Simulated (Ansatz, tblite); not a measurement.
Isomers of Nb$_{3}$Te$_{4}$⁺ (singlet), found by a short tight-binding search and relaxed with PBE-D4/def2-SVP in Ansatz.

In the def2 sets Nb, Te take a core potential; there is no spin–orbit coupling. The xTB rows come from tblite.

B: The restricted singlet is unstable towards broken spin symmetry in Hartree–Fock (as tested in another run); at r2SCAN-D4/def2-TZVP, PBE0-D4/def2-TZVP this wasn't settled.

Other spin states were run for one of them alone.

A:

```xyz
7

Nb   -1.6407    1.4752   -0.5204
Nb   -0.8736   -0.6292   -1.3549
Nb    0.9161    0.1121    0.3648
Te    0.6702    1.5063   -2.0829
Te   -0.7246   -2.0672    0.9723
Te   -0.4644    1.8848    1.8548
Te    2.1170   -2.2819    0.7663
```

B:

```xyz
7

Nb   -0.015   -1.571    0.201
Nb   -0.210    0.480   -1.496
Nb    1.142    0.763    0.789
Te   -0.230   -0.559    2.671
Te   -2.373   -0.997   -0.932
Te   -0.548    2.682   -0.010
Te    2.235   -0.799   -1.223
```

Q: Estimate their order by electronic energy at PBE0-D4/def2-TZVP, counted from the lowest.

A: B (0.0) < A (57.3), in kcal/mol.

Q: Do the other levels pick the same lowest one?

A: Not GFN1-xTB. Energies above each level's lowest (kcal/mol):

```json
{"level": "GFN1-xTB", "A": "0.0", "B": "6.6"}
{"level": "GFN2-xTB", "A": "46.4", "B": "0.0"}
{"level": "PBE-D4/def2-TZVP", "A": "50.9", "B": "0.0"}
{"level": "r2SCAN-D4/def2-TZVP", "A": "57.1", "B": "0.0"}
{"level": "PBE0-D4/def2-TZVP", "A": "57.3", "B": "0.0"}
```
Point groups (tolerance 0.1 Å): A not assigned, B Cs. Lower isomers may exist.
